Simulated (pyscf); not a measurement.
PySCF, gas phase, ωB97X-D3(BJ)/def2-SVP geometries. Singlets are restricted, triplets unrestricted.

Singlet (Å):
```xyz
15

C      1.0801     1.2957     0.9173
C      0.1892     0.9936    -0.2911
C     -1.2264     1.5385    -0.0805
C      0.1637    -0.5105    -0.5986
Ge    -0.5770    -1.6823     0.8320
H      1.1356     2.3782     1.1158
H      0.6843     0.8125     1.8282
H      2.1074     0.9280     0.7590
H      0.6221     1.5160    -1.1646
H     -1.8637     1.3476    -0.9597
H     -1.2166     2.6255     0.1000
H     -1.7047     1.0625     0.7939
H     -0.4212    -0.7197    -1.5154
H      1.1800    -0.8883    -0.8241
H     -0.3463    -3.0051    -0.0283
```

Triplet (Å):
```xyz
15

C      1.0497     0.6347     0.0707
C     -0.3947     0.9344     0.4755
C     -0.9920    -0.2097     1.2964
C     -1.2697     1.2758    -0.7388
Ge    -1.4224    -0.1413    -2.1217
H      1.4876     1.4662    -0.5054
H      1.6830     0.4634     0.9558
H      1.0973    -0.2725    -0.5568
H     -0.3859     1.8377     1.1148
H     -1.0196    -1.1388     0.7008
H     -2.0226     0.0182     1.6138
H     -0.3929    -0.4059     2.2000
H     -2.2915     1.5388    -0.4241
H     -0.8670     2.1431    -1.2912
H     -0.4149    -0.1415    -3.2996
```

Question: For these two minima of H₃C–CH(CH₃)–CH₂–GeH:, which spin state lies lower at ωB97X-D3(BJ)/def2-TZVP, and by how much (electronic energies)?

Answer: The singlet, by 28.6 kcal/mol. Zero-point energy shifts E(triplet) − E(singlet) by +0.4 kcal/mol. The 7 functionals that were run give +19.8 (r²SCAN) to +28.6 kcal/mol (ωB97X-D3(BJ)). Other isomers of H₃C–CH(CH₃)–CH₂–GeH: [singlet] were not searched in full and may lie lower. 

E(triplet) − E(singlet) by level (kcal/mol):

```tsv
level	gap
ωB97X-D3(BJ)/def2-TZVP	+28.6
PBE/def2-TZVP	+24.3
r²SCAN/def2-TZVP	+19.8
B3LYP-D3(BJ)/def2-TZVP	+27.3
PBE0-D3(BJ)/def2-TZVP	+22.6
M06-2X/def2-TZVP	+20.6
ωB97M-D3(BJ)/def2-TZVP	+27.9
HF/def2-TZVP	+11.0
```

The triplet is the lowest one reached from the SCF start used. Elements up to Kr have no core potential and no relativistic terms here.
